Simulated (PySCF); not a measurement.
# Excitation energy of Cr⁺ by level of theory

Cr⁺ [Ar] 3d5 (6S) → Cr⁺ [Ar] 3d4 4p1 (high-spin determinant), as a difference of total energies. Computed with PySCF 2.14 in x2c-TZVPPall with one added diffuse shell each of s, p, d, f type (7s6p5d3f1g, 80 functions), with the spin-free X2C one-electron Hamiltonian (Gaussian nucleus). Correlated levels: valence: [Ar] frozen. The calculations carry no spin-orbit coupling.

```tsv
method	excitation energy (cm⁻¹)
UHF	39337
MP2 (valence)	45296
SCS-MP2 (valence)	41324
CCSD (valence)	45012
CCSD(T) (valence)	45170
```

The determinant of the upper state mixes LS terms, which raises its energy above the lowest term, most at the Hartree-Fock and MP2 levels.
